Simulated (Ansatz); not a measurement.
A further run on [Se4]2- (Se₄²⁻).

```yaml
crystal:
  periodic: [false, false, false]
  atoms:
    - {symbol: Se, position_ang: [-0.349500, 2.522562, -1.180035]}
    - {symbol: Se, position_ang: [-0.958620, 0.250685, -0.972581]}
    - {symbol: Se, position_ang: [0.745295, -1.166199, -0.079696]}
    - {symbol: Se, position_ang: [0.562825, -1.607048, 2.232322]}
basis:
  gaussian: {orbitals: pcseg-2}
total_charge: -2
hamiltonian: {xc: {name: HSE06}}
scf: {omitted_lower_state_checks: [starts]}
output: {forces: true}
```

```sh
$ ansatz run in.yaml --threads 4 --pin off --events-out ev --progress --plain --max-ram 3916MiB
```

Output, abridged:

```
Functional definition: HSE06
1190 factors; integrals over basis functions are off by at most 6.2e-4 eV
73 factors; integrals over basis functions are off by at most 1.8e-6 eV
mean field evaluation 1: about -261367.9934 eV, gradient 4.8e1 eV
mean field evaluation 2: about -261334.1257 eV, gradient 1.1e2 eV
mean field evaluation 4: about -261374.1888 eV, gradient 7.0e0 eV
mean field evaluation 8: about -261374.3763 eV, gradient 4.4e-1 eV
mean field evaluation 16: about -261374.3770 eV, gradient 6.7e-4 eV
mean field -261374.37698991 eV, -9605.3311884634 hartree, gradient 7.4e-5 eV, S^2 0.000000; 0 other end points of the search recorded, 0 dependent functions left out
reference -261374.37702044 eV, -9605.3311895851 hartree; 69, 69 occupied and 103, 103 virtual orbitals, 1190 factors
Total energy: -261374.37702044 eV, -9605.3311895851 hartree
Atom 0 at    -0.349500     2.522562    -1.180035 Å, force    -0.025643     0.036720    -0.029981 eV/Å
Atom 1 at    -0.958620     0.250685    -0.972581 Å, force     0.047156     0.002283    -0.004638 eV/Å
Atom 2 at     0.745295    -1.166199    -0.079696 Å, force    -0.042616    -0.000586     0.002675 eV/Å
Atom 3 at     0.562825    -1.607048     2.232322 Å, force     0.021103    -0.038417     0.031944 eV/Å
Dipole moment:    -0.093628    -0.403567    -0.463176 e Å
Checks for a lower state left out: starts
```

Hardware: 4 threads of Arm Neoverse V1 on a shared host. Wall time 7.5 s.

HSE06 is defined as in plane-wave codes, on full-range PBE exchange. A multiply charged anion in the gas phase is held together partly by the finite basis. Removing one electron lowers the energy by 1.19 eV at PBE0-D4/def2-TZVPD, so it isn't bound. The highest occupied level of an anion often lies above zero with these methods, and sets without diffuse functions describe the outer electron poorly.

The dipole of an ion depends on the origin.
